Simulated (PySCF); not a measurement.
## Computed structure and properties of [Yb(H2O)]3+

System: [Yb(H2O)]3+ (singlet in the valence; each metal's 4f electrons, 13 of them, lie in its core potential, out of spins and levels); start: template (C2v). Method: PySCF 2.14.0, RKS PBE, Yb lcecp-1-SVP with ECP59, O def2-SVP, H def2-SVP; non-relativistic Hamiltonian with scalar-relativistic core potentials where named; density fitting; no spin-orbit coupling.

Input of the relaxation:

```python
mol = gto.M(atom='''
Yb     0.00000     0.00000    -0.23115
O      0.00000     0.00000     2.16635
H      0.77000    -0.00000     2.75635
H     -0.77000     0.00000     2.75635''',
    basis={'Yb': 'lcecp-1-SVP', 'O': 'def2-SVP', 'H': 'def2-SVP'},
    ecp={'Yb': 'lcecp-1-SVP'},
    charge=3, spin=0)
mf = dft.RKS(mol, xc='PBE')
mf.grids.atom_grid = (50, 194)  # f atoms: unpruned, at least (60, 302)
mf = mf.density_fit()  # fitting sets: Yb AutoAux, O def2-universal-JKFIT, H def2-universal-JKFIT
mf.conv_tol = 1e-08; mf.max_cycle = 55
mf.kernel(dm0)  # dm0: converged density of the start geometry
# quasi-Newton relaxation in Cartesian coordinates to a largest gradient under 0.00045 Eh/bohr, steps kept in the point group
```

Run from Python with OMP_NUM_THREADS=2; the lines above give its settings. Where DIIS fails, smearing, a level shift and second-order steps follow.
It took 7.1 s on 2 threads of Arm Neoverse V2, on a shared host, from the converged density of the start.

Course of the relaxation:

```
step  energy above end (eV)  largest force component within the symmetry (eV/Å)
   0                 0.3961                                               3.902
   1                 0.1679                                               1.625
   2                 0.0166                                               0.714
   3                 0.0043                                               0.454
   4                 0.0002                                               0.105
   5                 0.0000                                               0.017
   6                 0.0000                                               0.001
```

Relaxed geometry (C2v):

```xyz
4

Yb    0.0000    0.0000   -0.0526
O     0.0000    0.0000    2.0734
H     0.7915    0.0000    2.7135
H    -0.7915    0.0000    2.7135
```

```
     contact      Å
Yb1–O2 (H2O)  2.126
```

On the finer grid (75, 302):

```json
{
  "HOMO": "-26.90 eV",
  "LUMO": "-21.91 eV",
  "Dipole about the centre of mass": "3.98 D",
  "Set of Mulliken populations of Yb1 outside the core potential": "s 2.07, p 6.06, d 0.38, f 0.02",
  "D3(BJ) dispersion energy (not in the energies)": "-0.063 eV"
}
```

```tsv
atom	Mulliken (e)	Löwdin (e)	spin (e)
Yb1	2.47	2.37	0.00
O2	-0.24	0.10	0.00
H3	0.38	0.26	0.00
H4	0.38	0.26	0.00
```

The 4f levels lie in the core potential and are missing. Their spin isn't counted.

On the grid (50, 194), as all that follows. Harmonic modes: a minimum; lowest 477 cm⁻¹ (negative: unstable), highest 3212 cm⁻¹, zero-point energy 0.614 eV.

Taking off one H2O (charge 0, singlet; the rest: singlet) in vacuum, both parts rigid, costs 5.77 eV; the small basis without counterpoise inflates it. Parting with an electron moved from the ligand to the metal can be far cheaper, even downhill.

Rigid scan of H2O along the line from its metal:

```json
{"distance to O2 (Å)": "1.83", "energy (eV)": "0.996"}
{"distance to O2 (Å)": "1.93", "energy (eV)": "0.375"}
{"distance to O2 (Å)": "2.03", "energy (eV)": "0.080"}
{"distance to O2 (Å)": "2.13", "energy (eV)": "0.000"}
{"distance to O2 (Å)": "2.23", "energy (eV)": "0.059"}
{"distance to O2 (Å)": "2.33", "energy (eV)": "0.205"}
{"distance to O2 (Å)": "2.53", "energy (eV)": "0.625"}
```

One start shape was tried, so this needn't be the lowest isomer.

An lcecp potential fixes the number of 4f electrons, so in runs with it no electron can move into or out of that shell.
